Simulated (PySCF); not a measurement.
A geometry optimisation, step by step.

C₈H₁₇AsO.
Numbering: `[CH3:1][CH:2]([CH3:3])[O:4][C@@H:5]1[CH2:6][CH2:7][CH2:8][AsH:9][CH2:10]1` (hydrogens: H11, H12, H13 on C1; H14 on C2; H15, H16, H17 on C3; H18 on C5; H19, H20 on C6; H21, H22 on C7; H23, H24 on C8; H25 on As9; H26, H27 on C10)

Computed by this run: PBE0-D3(BJ)/def2-SVP geometry optimisation, gas phase in PySCF 2.14.0; density fitting, grid level 1; the optimiser is geomeTRIC in internal coordinates, started from a GFN2-xTB structure with every atom displaced at random (about 0.01 Å). 7 of its 8 geometries are shown. The frame can shift and turn from step to step; on so coarse a grid that alone can change the energy by a few meV, and forces under 0.02 eV/Å are noise.

Step 0: E = -71427.4712 eV, largest atomic force 2.645 eV/Å
```
atom  x, y, z in Å  |  force x, y, z in eV/Å
C1     -2.709   -0.609   -1.310   -1.135   2.346   0.449
C2     -2.134   -0.139    0.018    0.271   0.835  -0.243
C3     -3.167    0.651    0.831    1.926   0.219  -0.151
O4     -0.976    0.714   -0.192   -1.701  -0.311   0.225
C5      0.237    0.063   -0.398    0.477   0.706   1.052
C6      0.939   -0.154    0.954    0.148  -0.864  -0.340
C7      2.237   -0.975    0.832   -0.440   0.710  -0.462
C8      3.320   -0.234    0.035   -0.997  -0.296   0.236
As9     2.704   -0.030   -1.823    0.057  -0.109  -0.183
C10     1.067    0.945   -1.305    0.196  -0.209   0.090
H11    -1.995   -1.101   -1.909    1.132  -0.840  -0.976
H12    -3.559   -1.256   -1.135   -0.424  -0.527   0.059
H13    -3.108    0.295   -1.876    0.500  -0.886   0.452
H14    -1.833   -1.022    0.598    0.199  -0.210   0.214
H15    -2.723    0.925    1.798   -0.022   0.084   0.045
H16    -4.037    0.068    1.016   -1.118  -0.683   0.109
H17    -3.417    1.569    0.302   -0.196   0.280  -0.178
H18     0.072   -0.906   -0.864   -0.037  -0.638  -0.387
H19     0.248   -0.686    1.627   -0.074   0.023   0.013
H20     1.134    0.823    1.405    0.049   0.293   0.100
H21     1.983   -1.927    0.332    0.138  -0.087   0.059
H22     2.604   -1.222    1.828    0.182  -0.127   0.390
H23     3.496    0.753    0.463    0.121   0.283   0.193
H24     4.235   -0.803    0.073    0.773  -0.308  -0.152
H25     3.543    1.196   -2.106    0.123   0.227  -0.149
H26     1.304    1.895   -0.806    0.001  -0.020   0.084
H27     0.465    1.176   -2.178   -0.150   0.110  -0.552
```

Step 1: E = -71427.6727 eV, largest atomic force 0.505 eV/Å
```
atom  x, y, z in Å  |  force x, y, z in eV/Å
C1     -2.679   -0.376   -1.449    0.329  -0.363  -0.125
C2     -2.163   -0.078   -0.052    0.110   0.027   0.199
C3     -3.164    0.706    0.773   -0.264  -0.146   0.065
O4     -0.991    0.710   -0.108    0.222  -0.072  -0.070
C5      0.225    0.020   -0.325   -0.137  -0.114  -0.110
C6      0.911   -0.257    1.011   -0.001   0.095   0.036
C7      2.211   -1.048    0.902   -0.005  -0.034   0.040
C8      3.299   -0.324    0.118    0.185  -0.024  -0.006
As9     2.727   -0.105   -1.765    0.025   0.063   0.009
C10     1.075    0.863   -1.261   -0.080   0.051  -0.097
H11    -1.940   -0.950   -2.049   -0.223   0.134   0.240
H12    -3.612   -0.962   -1.407    0.025   0.071  -0.073
H13    -2.852    0.572   -1.972   -0.161   0.112  -0.093
H14    -1.940   -1.029    0.479   -0.036   0.046  -0.086
H15    -2.741    0.944    1.759    0.038   0.014   0.017
H16    -4.095    0.129    0.927    0.158   0.130  -0.083
H17    -3.413    1.654    0.270    0.002  -0.028   0.019
H18     0.025   -0.958   -0.823   -0.024   0.148   0.071
H19     0.200   -0.794    1.659    0.002  -0.005  -0.001
H20     1.099    0.722    1.492   -0.016  -0.081   0.001
H21     2.002   -2.023    0.423    0.003  -0.030   0.019
H22     2.580   -1.287    1.917   -0.029   0.041  -0.069
H23     3.498    0.666    0.559    0.009  -0.029   0.002
H24     4.245   -0.894    0.130   -0.129   0.071   0.001
H25     3.558    1.146   -2.070   -0.056  -0.075   0.047
H26     1.318    1.818   -0.771    0.006   0.016  -0.005
H27     0.495    1.089   -2.171    0.047  -0.018   0.052
```

Step 2: E = -71427.6856 eV, largest atomic force 0.112 eV/Å
```
atom  x, y, z in Å  |  force x, y, z in eV/Å
C1     -2.660   -0.408   -1.428    0.094  -0.024  -0.056
C2     -2.150   -0.064   -0.036    0.001   0.046   0.046
C3     -3.167    0.716    0.775    0.003  -0.040   0.019
O4     -0.985    0.732   -0.115   -0.019   0.003  -0.044
C5      0.222    0.040   -0.342   -0.028  -0.013   0.013
C6      0.900   -0.257    0.995    0.035  -0.001  -0.011
C7      2.194   -1.059    0.886   -0.007  -0.016   0.005
C8      3.294   -0.335    0.117    0.010   0.003  -0.007
As9     2.729   -0.087   -1.765    0.003  -0.002   0.004
C10     1.080    0.888   -1.267   -0.017   0.010   0.016
H11    -1.912   -0.983   -1.999   -0.045   0.023   0.039
H12    -3.579   -1.010   -1.379   -0.017   0.006  -0.011
H13    -2.866    0.520   -1.984   -0.045  -0.031   0.018
H14    -1.915   -1.004    0.505   -0.013  -0.003  -0.003
H15    -2.750    0.974    1.759    0.004   0.004  -0.003
H16    -4.088    0.131    0.928    0.025   0.016  -0.033
H17    -3.429    1.651    0.258    0.007   0.009   0.002
H18     0.012   -0.927   -0.846    0.009   0.027  -0.005
H19     0.182   -0.796    1.633   -0.001  -0.006  -0.006
H20     1.093    0.710    1.491   -0.006  -0.008   0.007
H21     1.980   -2.029    0.399    0.010  -0.004   0.013
H22     2.553   -1.307    1.899    0.001   0.014   0.005
H23     3.500    0.647    0.572    0.004  -0.005   0.009
H24     4.231   -0.912    0.127   -0.014  -0.002  -0.012
H25     3.568    1.158   -2.041    0.006   0.010   0.002
H26     1.328    1.837   -0.767   -0.006   0.001  -0.003
H27     0.510    1.126   -2.177    0.006  -0.017  -0.003
```

Step 4: E = -71427.6893 eV, largest atomic force 0.091 eV/Å
```
atom  x, y, z in Å  |  force x, y, z in eV/Å
C1     -2.675   -0.466   -1.398   -0.075   0.039   0.036
C2     -2.144   -0.059   -0.031   -0.001  -0.032  -0.008
C3     -3.150    0.745    0.766    0.026   0.030  -0.015
O4     -0.985    0.738   -0.159   -0.010   0.015  -0.043
C5      0.225    0.048   -0.376    0.026   0.016   0.048
C6      0.883   -0.276    0.966   -0.016  -0.020  -0.009
C7      2.182   -1.071    0.868    0.002   0.007  -0.012
C8      3.294   -0.329    0.134   -0.029   0.006   0.005
As9     2.762   -0.036   -1.750    0.000   0.003  -0.006
C10     1.095    0.917   -1.268    0.018  -0.002   0.017
H11    -1.934   -1.051   -1.959    0.044  -0.018  -0.042
H12    -3.584   -1.079   -1.305    0.010  -0.017   0.012
H13    -2.924    0.431   -1.987    0.022   0.005   0.001
H14    -1.898   -0.978    0.539    0.006   0.003   0.015
H15    -2.725    1.031    1.739   -0.010  -0.011   0.005
H16    -4.071    0.170    0.933   -0.031  -0.014   0.013
H17    -3.409    1.668    0.224    0.008   0.003   0.000
H18     0.025   -0.907   -0.904   -0.008  -0.020  -0.022
H19     0.156   -0.833    1.578    0.004   0.000   0.003
H20     1.062    0.680    1.489    0.001   0.011   0.001
H21     1.985   -2.036    0.366    0.001   0.001   0.002
H22     2.523   -1.329    1.885    0.002   0.003   0.007
H23     3.493    0.640    0.618    0.007   0.001   0.001
H24     4.229   -0.907    0.143    0.014  -0.013  -0.002
H25     3.599    1.221   -1.977   -0.001   0.003   0.001
H26     1.322    1.860   -0.749   -0.006   0.002  -0.003
H27     0.543    1.162   -2.188   -0.006  -0.001  -0.007
```

Step 5: E = -71427.6900 eV, largest atomic force 0.075 eV/Å
```
atom  x, y, z in Å  |  force x, y, z in eV/Å
C1     -2.685   -0.494   -1.386   -0.066   0.020   0.032
C2     -2.140   -0.060   -0.033   -0.005  -0.036  -0.001
C3     -3.140    0.757    0.759    0.008   0.025  -0.014
O4     -0.985    0.739   -0.187   -0.002   0.008  -0.027
C5      0.227    0.050   -0.393    0.017   0.004   0.028
C6      0.872   -0.284    0.952   -0.021  -0.007  -0.002
C7      2.175   -1.074    0.863    0.006   0.009  -0.005
C8      3.292   -0.324    0.146   -0.014   0.001   0.004
As9     2.781   -0.010   -1.740    0.000   0.002  -0.006
C10     1.103    0.930   -1.269    0.016  -0.005   0.002
H11    -1.945   -1.081   -1.949    0.028  -0.006  -0.027
H12    -3.586   -1.116   -1.268    0.016  -0.011   0.005
H13    -2.954    0.390   -1.984    0.024   0.007  -0.005
H14    -1.887   -0.968    0.553    0.006   0.009   0.004
H15    -2.711    1.053    1.727   -0.007  -0.009   0.007
H16    -4.064    0.189    0.936   -0.015  -0.006   0.011
H17    -3.396    1.675    0.207    0.005  -0.001   0.001
H18     0.035   -0.900   -0.934   -0.004  -0.012  -0.009
H19     0.141   -0.850    1.552    0.005   0.002   0.004
H20     1.041    0.668    1.486    0.003   0.006  -0.003
H21     1.987   -2.037    0.353   -0.002   0.001  -0.002
H22     2.506   -1.336    1.882   -0.001  -0.002   0.001
H23     3.489    0.639    0.644    0.005   0.001  -0.002
H24     4.228   -0.903    0.156    0.005  -0.004   0.003
H25     3.614    1.253   -1.942   -0.002   0.000   0.001
H26     1.318    1.871   -0.740   -0.002   0.002  -0.001
H27     0.561    1.177   -2.193   -0.005   0.005   0.001
```

Step 6: E = -71427.6903 eV, largest atomic force 0.028 eV/Å
```
atom  x, y, z in Å  |  force x, y, z in eV/Å
C1     -2.689   -0.503   -1.385   -0.025  -0.002   0.012
C2     -2.139   -0.063   -0.036   -0.007  -0.016   0.004
C3     -3.137    0.757    0.756    0.000   0.008  -0.006
O4     -0.987    0.738   -0.201    0.006   0.003  -0.011
C5      0.228    0.051   -0.399    0.002  -0.004   0.005
C6      0.867   -0.284    0.949   -0.010   0.004   0.002
C7      2.171   -1.072    0.864    0.004   0.004   0.001
C8      3.291   -0.321    0.152   -0.001  -0.001   0.002
As9     2.788   -0.002   -1.735    0.000   0.001  -0.002
C10     1.107    0.933   -1.269    0.005  -0.004  -0.005
H11    -1.947   -1.085   -1.952    0.006   0.004  -0.004
H12    -3.584   -1.132   -1.260    0.009  -0.004  -0.002
H13    -2.964    0.379   -1.983    0.008   0.004  -0.005
H14    -1.881   -0.967    0.554    0.003   0.006  -0.001
H15    -2.707    1.053    1.724   -0.003  -0.005   0.004
H16    -4.063    0.191    0.935   -0.001   0.001   0.001
H17    -3.391    1.675    0.203    0.003  -0.002   0.001
H18     0.039   -0.899   -0.943    0.002  -0.002   0.002
H19     0.135   -0.852    1.546    0.001   0.002   0.003
H20     1.033    0.668    1.483    0.003   0.001  -0.003
H21     1.986   -2.035    0.354   -0.001   0.001  -0.003
H22     2.498   -1.333    1.885   -0.001  -0.003  -0.002
H23     3.488    0.640    0.653    0.002   0.001  -0.002
H24     4.226   -0.902    0.164   -0.002   0.001   0.003
H25     3.621    1.263   -1.929   -0.002  -0.001   0.001
H26     1.317    1.875   -0.739    0.002   0.000   0.001
H27     0.568    1.180   -2.196   -0.003   0.005   0.004
```

Step 7: E = -71427.6906 eV, largest atomic force under 0.02 eV/Å
```
atom  x, y, z in Å  |  force x, y, z in eV/Å
C1     -2.690   -0.503   -1.389    0.010  -0.009  -0.005
C2     -2.139   -0.066   -0.040   -0.004   0.004   0.004
C3     -3.136    0.752    0.755   -0.003  -0.005   0.003
O4     -0.988    0.737   -0.207    0.004  -0.004  -0.002
C5      0.228    0.051   -0.400   -0.008  -0.003  -0.007
C6      0.865   -0.279    0.950    0.001   0.006   0.004
C7      2.169   -1.067    0.869    0.000  -0.001   0.004
C8      3.291   -0.319    0.157    0.005  -0.001   0.001
As9     2.790   -0.004   -1.732    0.001  -0.001   0.001
C10     1.109    0.932   -1.269   -0.004  -0.001  -0.005
H11    -1.945   -1.078   -1.961   -0.006   0.006   0.007
H12    -3.581   -1.138   -1.267    0.000   0.001  -0.004
H13    -2.968    0.381   -1.984   -0.005  -0.001  -0.001
H14    -1.877   -0.970    0.548    0.001   0.000  -0.002
H15    -2.707    1.041    1.725    0.000  -0.001   0.001
H16    -4.063    0.186    0.932    0.004   0.003  -0.005
H17    -3.388    1.672    0.206    0.001   0.000   0.001
H18     0.042   -0.901   -0.941    0.005   0.003   0.005
H19     0.133   -0.845    1.549   -0.002   0.002   0.001
H20     1.030    0.675    1.482    0.002  -0.002  -0.002
H21     1.984   -2.032    0.361    0.000   0.001  -0.002
H22     2.494   -1.326    1.891   -0.001  -0.002  -0.002
H23     3.489    0.643    0.655   -0.001   0.000  -0.001
H24     4.224   -0.902    0.171   -0.003   0.003   0.002
H25     3.623    1.261   -1.926   -0.001  -0.001   0.000
H26     1.317    1.875   -0.740    0.003  -0.001   0.002
H27     0.571    1.178   -2.197    0.000   0.003   0.003
```

Q: Summarise the path.

A: The energy falls by 0.2193 eV from step 0 to step 7; nine tenths of that is first reached at step 1. It falls at every step. The largest force goes from 2.645 to under 0.02 eV/Å. Among the bonds C1–H11 changes most, from 1.055 to 1.101 Å; the atoms move by 0.067 Å rms after alignment.

Q: Follow the three bonds and two angles with the largest change from start to end.

A: 
```tsv
step	E above end (eV)	largest force (eV/Å)	C1–H11 (Å)	C2–O4 (Å)	C1–H13 (Å)	As9–C8–H24 (°)	H16–C3–H17 (°)
0	0.2193	2.645	1.055	1.453	1.139	110.7	111.0
1	0.0179	0.505	1.112	1.413	1.096	108.4	108.8
2	0.0049	0.112	1.103	1.414	1.102	108.5	108.5
3	0.0027	0.055	1.100	1.413	1.101	108.4	108.5
4	0.0012	0.091	1.099	1.413	1.101	108.3	108.4
5	0.0006	0.075	1.099	1.413	1.101	108.2	108.4
6	0.0003	0.028	1.100	1.413	1.101	108.1	108.5
7	0.0000	under 0.02	1.101	1.413	1.101	108.1	108.5
```

What follows is the cost of the whole optimisation. Time: 11 min wall; peak memory 1.1 GiB. Hardware: an Arm Neoverse N1 with one thread, no GPU, shared host.
